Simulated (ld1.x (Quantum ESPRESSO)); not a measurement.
## Ranking TM potentials for silicon

All share these settings but for the change named:

- Element: silicon (Si)
- Generator: ld1.x (Quantum ESPRESSO) 7.5
- Type: norm-conserving Troullier–Martins (Kleinman–Bylander form)
- Functional: PBE
- Relativity: non-relativistic
- Frozen core: [Ne]
- Valence charge: 4
- Reference configuration: 3s2 3p0.5 (charge +1.5)
- Partial waves: 3s (bound): rc 1.55 bohr; 3d channel at 0.05 Ry: rc 1.70 bohr; 3p (bound): rc 1.80 bohr
- Local potential: the p channel
- Core correction: a·sin(br)/r model core, default radius (core density twice the valence density)

Cutoff: the first of the cutoffs (Ry, on a coarse ladder) from which the occupation-weighted sum of valence levels, in a spherical-Bessel basis at the reference potential, stays within 10 and 1 mRy of its value at 400 Ry; the density cutoff is not measured.

The base gives 15 Ry.

Of 5 variants that were run, those that failed, showed a ghost or another fault, or gave nearly equal values are left out.

A variant can come out equal or close to the base.

Question: Rank these variants from softest to hardest (loose cutoff).
A. all radii but the core radius scaled by about 1.23 (s 1.90, p 2.22, d 2.08 bohr)
B. all radii but the core radius scaled by about 0.79 (s 1.22, p 1.42, d 1.34 bohr)
C. all radii but the core radius scaled by about 0.89 (s 1.38, p 1.60, d 1.52 bohr)
D. all radii but the core radius scaled by about 1.38 (s 2.14, p 2.48, d 2.34 bohr)

Answer: D (12 Ry), A (15 Ry), C (35 Ry), B (50 Ry).
